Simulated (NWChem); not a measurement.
System: SbH3Te; SMILES [SbH2][TeH]

```xyz
5

Sb     0.0243     1.3856     0.0005
H     -1.1958     1.5097     1.2023
H     -1.1629     1.5146    -1.2337
Te    -0.0103    -1.3897     0.0001
H      1.6536    -1.4241     0.0012
```
Atoms are numbered in this order, from 1.

Program: NWChem. Structure relaxed at the PBE0/def2-SVP (def2 core potentials past Kr) level.

For level Hartree-Fock/3-21G, non-relativistic:

| Item | Value |
|---|---|
| highest occupied level (eV) | -8.77 |
| orbital gap (eV) | 9.93 |

Q: How do the values read with level Hartree-Fock/STO-3G, non-relativistic instead?

A: 
| Quantity | Value |
|---|---|
| highest occupied level (eV) | -6.44 |
| orbital gap (eV) | 12.04 |
